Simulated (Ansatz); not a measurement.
NTi (SMILES [N]#[Ti]), doublet, geometry from GFN2-xTB (such geometries of metal compounds can be far from the true shape). Base run: B3LYP/6-31G* in Ansatz (a program for electronic structure).

Here is a job for Ansatz.
Ansatz 0.2 input:
```yaml
crystal:
  periodic: [false, false, false]
  atoms:
    - {symbol: Ti, position_ang: [-0.00000000, -0.00000000, -0.41370624]}
    - {symbol: N, position_ang: [0.00000000, 0.00000000, 1.30021962]}
basis:
  gaussian:
    orbitals: 6-31G*
hamiltonian:
  xc: b3lyp
magnetization: {spin_polarized: true, initial_magnetization: 1}
```

Variants of this job, named by their change:

```tsv
change	ΔE vs base (mEh)
base	0.000
point_charge = charge:-1.0 position_ang:-1.0211, 2.2785, 3.383	16.939
fitting.mean_field = def2-universal-JKFIT	-0.006
point_charge = charge:0.5 position_ang:-0.9025, -1.1937, 3.9981	-17.508
lower_state_search = off	0.000
forces = on	0.000
accuracy = high	0.000
final_grid = 6, 12, 29	0.001
final_grid = 10, 20, 41	0.000
point_charge = charge:1.0 position_ang:-1.6462, -2.2558, 3.1036	-29.928
lower_state_search = light	0.000
```
